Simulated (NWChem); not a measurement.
CBrCl2F; SMILES FC(Cl)(Cl)Br

All runs: NWChem. Geometry: optimised at PBE0/def2-SVP. Level: M05-2X/def2-SVP with COSMO at NWChem's default radii, gas-phase geometry; the question gives the dielectric constant.

Task: Predict the results for dielectric constant 4.8. Quantities: electrostatic solvation energy (kcal/mol); dipole in solution (D).

Result: 
```
Item                                       Value
-----------------------------------------  -----
electrostatic solvation energy (kcal/mol)   -0.7
dipole in solution (D)                      0.48
```
